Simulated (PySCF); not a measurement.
Cl₄H₂Si₂, SMILES Cl[SiH2][Si](Cl)(Cl)Cl. Coordinates come from a PBE-D3(BJ)/def2-SVP optimisation. Other conformers were not sampled.

Problem. Give the equilibrium geometry at PBE-D3(BJ)/def2-SVP (PySCF confirms it by a frequency run) as bond lengths and angles, and its point group. (The exact figures need the calculation; the answer reports its results.)

Solution. Several could match; the one computed here: point group Cs.
Atoms: Si1 Cl2 Si3 Cl4 Cl5 Cl6 H7 H8. Bonds (Å): Si1–Cl2 2.081, Si1–Si3 2.341, Si1–H7 1.501, Si1–H8 1.501, Si3–Cl4 2.069, Si3–Cl5 2.069, Si3–Cl6 2.075. Angles (°): Cl2–Si1–Si3 108.0, Cl2–Si1–H7 109.7, Cl2–Si1–H8 109.7, Si3–Si1–H7 109.5, Si3–Si1–H8 109.5, H7–Si1–H8 110.4, Si1–Si3–Cl4 110.7, Si1–Si3–Cl5 110.7, Si1–Si3–Cl6 108.3, Cl4–Si3–Cl5 109.0, Cl4–Si3–Cl6 109.1, Cl5–Si3–Cl6 109.1.
